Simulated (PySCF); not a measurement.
A structure optimised at PBE-D3(BJ)/def2-TZVP, used in a PySCF frequency run:

```
C
C 1 1.3295
H 1 1.0895 2 123.87
H 2 1.0900 1 122.91 3 180.00
H 2 1.0929 4 117.64 1 180.00
I 1 2.0976 3 112.28 2 180.00
```
Charge 0, spin multiplicity 1.

### Question
Write its SMILES, formula and point group.

### Answer
C=CI, C2H3I, Cs

### Question
What are its rotational constants (standard atomic weights)?

### Answer
53.332, 3.2128, 3.0303 GHz
